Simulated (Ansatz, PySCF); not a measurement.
Gas-phase reaction in SMILES: C[SiH](C)N[SiH3] → C[SiH](C)[N][SiH3] + H atom (the H-N bond at the site shown breaks; other sites are not compared here)
Each molecule is optimised on its own at B3LYP-D3(BJ)/def2-TZVP (Ansatz, a program for electronic structure), one conformer each, not searched for the lowest. Frequencies are from Ansatz or PySCF.

Property: bond dissociation energy (enthalpy at 298 K, with B3LYP-D3(BJ) rigid-rotor harmonic-oscillator terms), in eV. Correlated levels leave the core frozen unless marked. UHF or UKS for open shells. No spin-orbit coupling. Non-relativistic. CBS(X,Y): correlation extrapolated as X^-3; Hartree-Fock from the larger set.

Level to compare with: CCSD(T)/CBS(cc-pV(T+d)Z,cc-pV(Q+d)Z) (Ansatz), 4.81 eV. It is a level with limits of its own, and the differences hold the functionals' basis error too.

Q: Rank these functionals by how close they come to CCSD(T)/CBS(cc-pV(T+d)Z,cc-pV(Q+d)Z), closest first: r2SCANh/def2-TZVPD (Ansatz); PBE/def2-TZVPD (Ansatz); revPBE/def2-TZVPD (Ansatz).

A: r2SCANh/def2-TZVPD (hybrid meta-GGA, 4.49 eV, difference -0.32), PBE/def2-TZVPD (GGA, 4.44 eV, difference -0.37), revPBE/def2-TZVPD (GGA, 4.31 eV, difference -0.50)
